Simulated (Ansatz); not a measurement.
Job for Ansatz (a program for electronic structure): R-SVWN5/def2-TZVPPD on HCl (SMILES Cl). Files ending in .json are basis or fitting sets from the Basis Set Exchange.

Ansatz 0.2 input:
```yaml
crystal:
  periodic: [false, false, false]
  atoms:
    - {symbol: Cl, position_ang: [-0.06853986, -0.33803311, -0.32481316]}
    - {symbol: H, position_ang: [-0.67544480, -1.32229006, 0.22906320]}
basis:
  gaussian:
    orbitals: def2-TZVPPD.json
hamiltonian:
  xc: {name: SVWN5}
scf: {lower_state_search: off}
```

The head of its log:

```
Functional definition: SVWN5
[...]
these checks for a lower state are left out or cut short: stability, starts, cluster_reference, orbital_swaps, neighbouring_geometries, increment
integrals: 0.01 GiB planned
383 factors; their error is unknown
mean field: 0.11 GiB planned
mean field evaluation 1: about -12498.4075 eV, gradient 1.2e1 eV
mean field evaluation 2: about -12498.3228 eV, gradient 1.5e1 eV
```

Task: Predict the final total energy.

Result: -459.3214 hartree.
